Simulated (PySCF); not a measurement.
A structure optimised at B3LYP-D3(BJ)/def2-SVP, used in a PySCF frequency run:

```xyz
6

Sb     0.3133     0.4730     0.6640
Br    -0.8355    -1.3291    -0.7792
O     -0.5465     1.9820    -0.3019
H     -1.0073     1.6817    -1.1013
O      2.0776     0.5151    -0.2370
H      2.0205     0.7371    -1.1800
```

Question: Write its SMILES and formula.

Answer: [OH][Sb]([OH])[Br], BrH2O2Sb

Question: What are its rotational constants (standard atomic weights)?

Answer: 4.1618, 1.2165, 1.1287 GHz
